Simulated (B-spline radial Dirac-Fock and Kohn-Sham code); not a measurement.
## Dipole and non-dipole photoemission parameters of Cu³⁺ 3s

System: Cu³⁺, [Ar] 3d8; threshold 170.9 eV (orbital energy of the model). These are calculated numbers from a B-spline atomic structure program; the model is Dirac-Hartree-Slater photoionisation with a Latter tail; cross sections with all multipoles, angular parameters from the dipole term and its interference with E2.

The run's input, task.json:

```json
{"items": [{
  "Z": 29,
  "q": 3,
  "cfg": [[1, 0, 2], [2, 0, 2], [2, 1, 6], [3, 0, 2], [3, 1, 6], [3, 2, 8]],
  "A": 63,
  "rrms": 3.8823,
  "do": "xps",
  "hv": [52.2, 56.0, 58.2, 60, 80, 124.0, 148.0, 149.0, 268.0, 300, 312.0, 400, 484.0, 492.0, 493.0, 678.0, 889.0, 1000, 1486.9, 1520.0, 1760.0, 2000.0, 2160.0, 2230.0, 2470.0, 2510.0, 2984.4, 4520.0, 6000, 6390.0]
}]}
```

Command: `python xray2_run.py task.json out`

For linearly polarised light dσ/dΩ = σ/(4π) [1 + β P₂(cos θ) + (δ + γ cos²θ) sin θ cos φ], with θ from the polarisation vector and φ the angle between the beam and the projection of the electron momentum on the plane normal to the polarisation.

| hν (eV) | σ (kb) | β | γ |
| --- | --- | --- | --- |
| 268 | 187 | 1.998 | 0.298 |
| 300 | 165 | 1.998 | 0.277 |
| 312 | 158 | 1.998 | 0.267 |
| 400 | ? | ? | ? |
| 484 | 87.9 | 1.999 | 0.133 |
| 492 | 85.8 | 1.999 | 0.127 |
| 493 | 85.5 | 1.999 | 0.126 |
| 678 | 52.6 | 1.999 | 0.026 |
| 889 | 33.7 | 1.999 | -0.037 |
| 1000 | 27.5 | 1.999 | -0.054 |
| 1486.9 | 13.4 | 1.999 | -0.051 |
| 1520 | 12.8 | 1.999 | -0.047 |
| 1760 | 9.68 | 1.999 | -0.017 |
| 2000 | 7.54 | 1.999 | 0.021 |
| 2160 | 6.48 | 1.999 | 0.050 |
| 2230 | 6.08 | 1.999 | 0.063 |
| 2470 | 4.95 | 1.999 | 0.110 |
| 2510 | 4.79 | 1.999 | 0.118 |
| 2984.4 | 3.35 | 1.999 | 0.216 |
| 4520 | 1.37 | 1.999 | 0.536 |
| 6000 | 0.726 | 1.999 | 0.817 |
| 6390 | 0.628 | 1.999 | 0.887 |

Q: Give the values at 400 eV.

A: σ = 115 kb, β = 1.999, γ = 0.196. For an s subshell δ is negligible.
